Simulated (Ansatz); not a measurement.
Conformers of C₂H₁₀N₂Si, SMILES `CN(C)N[SiH3]`, each relaxed with PBE0-D4/def2-TZVP in Ansatz. CBS adds the triple-zeta coupled-cluster correction to the MP2 limit.

Not all of them had a frequency check.

Conformer A:

```xyz
15

C    -0.032    0.669    1.478
N     0.172   -0.281    0.408
C     1.459   -0.934    0.491
N    -0.004    0.312   -0.850
Si   -1.492   -0.016   -1.643
H     0.705    1.492    1.449
H    -1.032    1.097    1.400
H     0.058    0.164    2.442
H     2.296   -0.219    0.406
H     1.544   -1.663   -0.314
H     1.545   -1.451    1.449
H     0.555    1.143   -1.018
H    -1.478    0.791   -2.893
H    -1.603   -1.461   -1.965
H    -2.693    0.358   -0.840
```

Conformer B:

Z-matrix (Å, degrees):
```
C
N 1 1.446
H 1 1.105 2 113.3
H 1 1.091 2 109.5 3 121.0
H 1 1.092 2 109.2 3 -120.1
C 2 1.447 1 112.2 3 61.3
N 2 1.407 1 112.3 3 -65.0
H 6 1.090 2 109.3 1 177.5
H 6 1.092 2 109.0 1 58.8
H 6 1.103 2 113.2 1 -61.5
Si 7 1.726 2 127.7 1 53.9
H 7 1.006 2 111.5 1 -112.5
H 11 1.485 7 104.4 2 176.6
H 11 1.492 7 115.0 2 -64.3
H 11 1.488 7 111.8 2 57.3
```

(1) Which is lowest in electronic energy at CCSD(T)/CBS (frozen core, def2 sets), and by how much? (Estimate.)

(2) Give the energies relative to A (kJ/mol) with ωB97X-V/def2-TZVPP, HF/def2-TZVPP, MP2/def2-TZVPP, CCSD/def2-TZVPP, MP2/def2-QZVPP, SCS-MP2/def2-QZVPP, HF/CBS(def2). (Best estimate.)

Results:

(1) Computed: A; B lies 14.1 kJ/mol higher.

(2) Ansatz gave: 
```
             level     B
ωB97X-V/def2-TZVPP  13.4
     HF/def2-TZVPP  17.3
    MP2/def2-TZVPP  16.0
   CCSD/def2-TZVPP  15.2
    MP2/def2-QZVPP  15.6
SCS-MP2/def2-QZVPP  15.6
      HF/CBS(def2)  17.5
```
